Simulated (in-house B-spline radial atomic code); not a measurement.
Successive ionisation energies of ruthenium; each step leads to the configuration of the next row (after the last: bare). Dirac energy differences include first-order Breit, QED and recoil terms. NIST's values go from ground level to ground level; the uncertainty of those that are theory runs from under 0.1 % in few-electron ions to several per cent in heavy many-electron ones. Computed with a radial B-spline atomic code at the basis-set limit: Dirac-Hartree-Fock, jj configuration that fills j = l - 1/2 first, finite nuclei.

A number in brackets counts the electrons of a j subshell.

```json
{"ion": "Ru29+", "configuration": "[Ne] 3s2 3p1/2(2) 3p3/2(1)", "ionisation energy (eV)": "1643.8", "tabulated value (eV)": "1659", "computed minus tabulated (eV)": "-15", "highest orbital": "3p3/2", "largest mean radius (bohr)": "0.3558"}
{"ion": "Ru30+", "configuration": "[Ne] 3s2 3p1/2(2)", "ionisation energy (eV)": "1738.0", "tabulated value (eV)": "1743", "computed minus tabulated (eV)": "-5", "highest orbital": "3p1/2", "largest mean radius (bohr)": "0.3534"}
{"ion": "Ru31+", "configuration": "[Ne] 3s2 3p1/2(1)", "ionisation energy (eV)": "1809.9", "tabulated value (eV)": "1794", "computed minus tabulated (eV)": "16", "highest orbital": "3p1/2", "largest mean radius (bohr)": "0.35099"}
{"ion": "Ru32+", "configuration": "[Ne] 3s2", "ionisation energy (eV)": "1942.1", "tabulated value (eV)": "1949", "computed minus tabulated (eV)": "-7", "highest orbital": "3s1/2", "largest mean radius (bohr)": "0.34861"}
{"ion": "Ru33+", "configuration": "[Ne] 3s1", "ionisation energy (eV)": "2012.2", "tabulated value (eV)": "2013.04", "computed minus tabulated (eV)": "-1", "highest orbital": "3s1/2", "largest mean radius (bohr)": "0.34599"}
{"ion": "Ru34+", "configuration": "[He] 2s2 2p6", "ionisation energy (eV)": "?", "tabulated value (eV)": "?", "computed minus tabulated (eV)": "?", "highest orbital": "?", "largest mean radius (bohr)": "?"}
{"ion": "Ru35+", "configuration": "[He] 2s2 2p1/2(2) 2p3/2(3)", "ionisation energy (eV)": "?", "tabulated value (eV)": "?", "computed minus tabulated (eV)": "?", "highest orbital": "?", "largest mean radius (bohr)": "?"}
{"ion": "Ru36+", "configuration": "[He] 2s2 2p1/2(2) 2p3/2(2)", "ionisation energy (eV)": "?", "tabulated value (eV)": "?", "computed minus tabulated (eV)": "?", "highest orbital": "?", "largest mean radius (bohr)": "?"}
{"ion": "Ru37+", "configuration": "[He] 2s2 2p1/2(2) 2p3/2(1)", "ionisation energy (eV)": "5323.4", "tabulated value (eV)": "5330", "computed minus tabulated (eV)": "-7", "highest orbital": "2p3/2", "largest mean radius (bohr)": "0.13906"}
{"ion": "Ru38+", "configuration": "[He] 2s2 2p1/2(2)", "ionisation energy (eV)": "5653.3", "tabulated value (eV)": "5647", "computed minus tabulated (eV)": "6", "highest orbital": "2p1/2", "largest mean radius (bohr)": "0.13808"}
{"ion": "Ru39+", "configuration": "[He] 2s2 2p1/2(1)", "ionisation energy (eV)": "5867.1", "tabulated value (eV)": "5861", "computed minus tabulated (eV)": "6", "highest orbital": "2p1/2", "largest mean radius (bohr)": "0.13707"}
{"ion": "Ru40+", "configuration": "[He] 2s2", "ionisation energy (eV)": "6129.9", "tabulated value (eV)": "6137", "computed minus tabulated (eV)": "-7", "highest orbital": "2s1/2", "largest mean radius (bohr)": "0.13606"}
{"ion": "Ru41+", "configuration": "[He] 2s1", "ionisation energy (eV)": "6311.5", "tabulated value (eV)": "6311.721", "computed minus tabulated (eV)": "0", "highest orbital": "2s1/2", "largest mean radius (bohr)": "0.13515"}
{"ion": "Ru42+", "configuration": "1s2", "ionisation energy (eV)": "26227.7", "tabulated value (eV)": "26229.89", "computed minus tabulated (eV)": "-2", "highest orbital": "1s1/2", "largest mean radius (bohr)": "0.033186"}
{"ion": "Ru43+", "configuration": "1s1", "ionisation energy (eV)": "27033.5", "tabulated value (eV)": "27033.56", "computed minus tabulated (eV)": "0", "highest orbital": "1s1/2", "largest mean radius (bohr)": "0.032889"}
```

(1) Fill in the row of Ru34+.

(2) Fill in the row of Ru35+.

(3) Fill in the row of Ru36+.

(4) Where is the largest jump?

(5) How far is this level of theory from the measured and semi-empirical values?

## Answers

(1) ionisation energy (eV): 4751.5; tabulated value (eV): 4758; computed minus tabulated (eV): -7; highest orbital: 2p3/2; largest mean radius (bohr): 0.14209.

(2) ionisation energy (eV): 4939.2; tabulated value (eV): 4939; computed minus tabulated (eV): 0; highest orbital: 2p3/2; largest mean radius (bohr): 0.14107.

(3) ionisation energy (eV): 5129.8; tabulated value (eV): 5136; computed minus tabulated (eV): -6; highest orbital: 2p3/2; largest mean radius (bohr): 0.14006.

(4) From Ru41+ to Ru42+, by a factor of 4.16 (6311.5 to 26228 eV); the highest orbital goes from 2s1/2 to 1s1/2.

(5) Over those 12 rows the differences run from -15.2 to +15.9 eV (mean absolute value 6.9 eV). The calculation leaves out correlation and, in open shells, the multiplet splittings that an average leaves out.
